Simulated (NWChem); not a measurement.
Atomisation of C₄H₅NSi

```
C
N 1 1.3131
C 1 1.4203 2 125.50
C 3 1.2274 2 158.50 1 180.00
H 4 1.0815 2 164.47 1 180.00
C 2 1.4901 1 103.95 3 180.00
H 6 1.1111 2 111.11 1 120.51
H 6 1.1111 7 106.98 2 -121.43
Si 1 1.9112 2 95.92 6 0.00
H 9 1.5076 1 117.95 2 113.33
H 9 1.5076 10 108.42 1 -137.37
```
Charge 0, spin multiplicity 1.

The numbers come from NWChem runs, not from measurements. All single points use one geometry, from PBE/def2-SVP, held to Cs symmetry and with no frequency check, so it may be a saddle point. It is one conformer; others weren't searched.

Basis set: def2-SVP. The atomisation energy is electronic alone: no zero-point, thermal, spin-orbit or counterpoise terms. No value is extrapolated to the basis-set limit. Free atoms are single determinants with multiplicities C 3, N 4, Si 3, H 2.

B3LYP has NWChem's definition, with VWN1-RPA local correlation. The structure started from a generated list of species. The stability of the SCF solutions was not checked.

One of these methods gave an atomisation energy of 1084.5 kcal/mol. Which?
A. PBE
B. PBE0
C. B3LYP
D. BLYP

C, B3LYP. The others give 1088.7 (BLYP), 1130.6 (PBE), 1099.7 (PBE0).
